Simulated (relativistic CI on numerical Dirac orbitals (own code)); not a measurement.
Calculated at this level of theory: Dirac-Coulomb-Breit CI, KLI orbitals optimised for each configuration, model QED (radiative potential, 1s self-energy scaled to tabulated hydrogen-like ionisation energies), unscaled Slater integrals (own radial code, finite nucleus).

The strongest absorption lines from the ground level of an ion, among the configurations computed and to levels below about 1960 eV (vacuum wavelength in nm, gf): 0.64052 (0.12), 2.1939 (0.074), 2.2585 (1.4), 2.2756 (0.4), 2.4576 (0.41), 3.5287 (0.38), 3.5957 (1.1), 3.6808 (0.53).

(1) Which ion is it?
A. Yb⁴⁹⁺
B. Yb⁵¹⁺
C. W⁵⁵⁺
D. Pt⁵⁹⁺

Results:

(1) B. Yb⁵¹⁺ has 19 electrons and the ground level 3s²3p⁶3d ²D3/2; the strongest line goes to 3s²3p⁵3d² ²D°3/2. The pattern of lines fixes the number of electrons, and along that sequence the line energies rise steadily with the charge (about as its square where n changes within one kind of shell, about linearly where n is kept but much faster in heavy ions where fine structure, which grows about as Z⁴, sets the gap, and irregularly where shells cross), which fixes Z. Configurations outside the model, such as inner-shell arrays, can give stronger lines. At this charge energies of transitions that change n are usually good to better than 1 %, and those within a shell (Δn = 0) to a few per cent.

LS names give the leading component of a level, which can be under half, so a name can repeat, a term be missing and a line seem to break the LS rules.
